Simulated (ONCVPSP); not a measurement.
# Which change was made? (Au, ONCV)

```json
{"Element": "gold (Au)", "Generator": "ONCVPSP 4.0.1", "Type": "optimised norm-conserving Vanderbilt (ONCV)", "Functional": "PBE", "Relativity": "scalar-relativistic", "Frozen core": "[Kr] 4d10", "Valence charge": "33", "Reference configuration": "4f14 5s2 5p6 5d10 6s1", "Partial waves": "5s+6s: rc 1.50 bohr, ncon 3, nbas 6, qcut 7.7 1/bohr, 2 projectors; 5p: rc 1.70 bohr, ncon 5, nbas 9, qcut 7.8 1/bohr, 2 projectors, debl 1.8 Ha; 5d: rc 2.05 bohr, ncon 4, nbas 9, qcut 6.8 1/bohr, 2 projectors, debl 1.6 Ha; 4f: rc 0.60 bohr, ncon 4, nbas 9, qcut 24.5 1/bohr, 2 projectors, debl 1.6 Ha", "Local potential": "polynomial inside 0.55 bohr (lpopt 5, dvloc0 0 Ha)", "Core correction": "Teter function, fcfact 5.25, rcfact 1.15"}
```

In the p channel the program set the typed energies aside and used -2.197, 0.250 Ha. In the f channel the program set the typed energies aside and used -2.981, 0.250 Ha.

Cutoffs, loose and tight: the cutoffs (Ha) at which the residual kinetic energy of the hardest occupied pseudo-wave falls to 1 and 0.1 mHa per electron. They do not see the model core or the augmentation charge, which bear on the density cutoff. Test errors are all-electron minus pseudo excitation energies from the reference, over the configurations 4f14 5s2 5p6 5d10 6s0; 4f14 5s2 5p6 5d9 6s0; 4f14 5s2 5p6 5d8 6s0; 4f14 5s2 5p6 5d9 6s2; variants that change the core or the reference have their own tests.

The base gives: outcome: generated, projector energies reset by the program; cutoff, loose: 307 Ha; cutoff, tight: 928 Ha; bound ghosts: s, p, d; GHOST(+) flags above zero: none; largest test error (meV): -7.4.

After one change the result is: outcome: generated, projector energies reset by the program; cutoff, loose: 1258 Ha; cutoff, tight: 1891 Ha; bound ghosts: s, p, d; GHOST(+) flags above zero: f; largest test error (meV): -7.4. Which change was it?
A. f: qcut 15.7
B. f: qcut 31.3
C. f: qcut 23.3

A. The others give: f: qcut 31.3 → outcome: generated, projector energies reset by the program; cutoff, loose: 392 Ha; cutoff, tight: 429 Ha; bound ghosts: s, p, d; GHOST(+) flags above zero: none; largest test error (meV): -7.4 | f: qcut 23.3 → outcome: generated, projector energies reset by the program; cutoff, loose: 633 Ha; cutoff, tight: 988 Ha; bound ghosts: s, p, d; GHOST(+) flags above zero: none; largest test error (meV): -7.4.
